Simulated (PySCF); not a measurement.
**Molecular orbitals of TeC**

RHF at R = 1.900 Å; PySCF, scalar-relativistic core potentials, basis sets Te cc-pVDZ-PP with ECP28, C cc-pVDZ. State: ¹Σ⁺ (singlet), closed shell. Only the outer orbitals are listed, counted within each symmetry, core potentials removing the inner ones.

```json
{"orbital": "5σ", "occ.": "2", "ε (eV)": "-25.58", "on Te (%)": "50", "main shells (%)": "44 Te s, 43 C s"}
{"orbital": "6σ", "occ.": "2", "ε (eV)": "-17.62", "on Te (%)": "58", "main shells (%)": "46 Te s, 39 C s, 12 Te p"}
{"orbital": "7σ", "occ.": "2", "ε (eV)": "-11.41", "on Te (%)": "35", "main shells (%)": "55 C p, 29 Te p, 10 C s"}
{"orbital": "3π", "occ.": "2", "ε (eV)": "-10.10", "on Te (%)": "74", "main shells (%)": "74 Te p, 25 C p"}
{"orbital": "3π", "occ.": "2", "ε (eV)": "-10.10", "on Te (%)": "74", "main shells (%)": "74 Te p, 25 C p"}
{"orbital": "4π", "occ.": "0", "ε (eV)": "0.84", "on Te (%)": "31", "main shells (%)": "69 C p, 27 Te p"}
{"orbital": "4π", "occ.": "0", "ε (eV)": "0.84", "on Te (%)": "31", "main shells (%)": "69 C p, 27 Te p"}
{"orbital": "8σ", "occ.": "0", "ε (eV)": "4.00", "on Te (%)": "96", "main shells (%)": "82 Te p, 14 C p, 8 Te s"}
```

Problem. Which are the highest filled and the lowest empty level, where do they sit, and how wide is the gap?

Solution. Highest filled 3π at -10.10 eV (in %: 74 Te p, 25 C p); lowest empty 4π at 0.84 eV (in %: 69 C p, 27 Te p); the gap at RHF is 10.94 eV. An empty level above zero is unbound, and its energy depends on the basis.

```
bond order (Mayer)                              : 2.45
⟨S²⟩                                            : 0.000
charge on Te (Mulliken, basis-dependent)        : 0.18
charge on Te (Löwdin, basis-dependent)          : 0.29
dipole moment (positive dipole means Te(−)C(+)) : -2.04 D
polarisability along the bond                   : 56.8 bohr³
polarisability across the bond                  : 24.2 bohr³
```

Spin–orbit coupling is left out.
